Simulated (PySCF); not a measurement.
**Interval between two levels of Si²⁺ by level of theory**

Si²⁺ [Ne] 3s2 → Si²⁺ [Ne] 3p2 [3P2, M_J = 2], as a difference of total energies. Calculation: PySCF 2.14, in x2c-TZVPall-2c (5s6p2d1f, 40 functions); the two-component X2C-1e Hamiltonian. Correlated levels: [Ne] frozen; the 6 highest virtual spinors dropped. "Screened" scales the spin-orbit matrix elements by Boettger's factors to mimic the two-electron term; Breit and QED terms are absent.

| method | interval between two levels (cm⁻¹) |
| --- | --- |
| GHF (spin-free) | 121550 |
| GMP2 (spin-free) | 126950 |
| GHF (screened spin-orbit) | 121680 |
| GMP2 (screened spin-orbit) | 127080 |

The labels give the starting determinants; with spin-orbit coupling the two ends relaxed to ⟨J²⟩ = 0.00, ⟨L²⟩ = 0.00, ⟨S²⟩ = 0.00 and ⟨J²⟩ = 6.00, ⟨L²⟩ = 2.00, ⟨S²⟩ = 2.00.
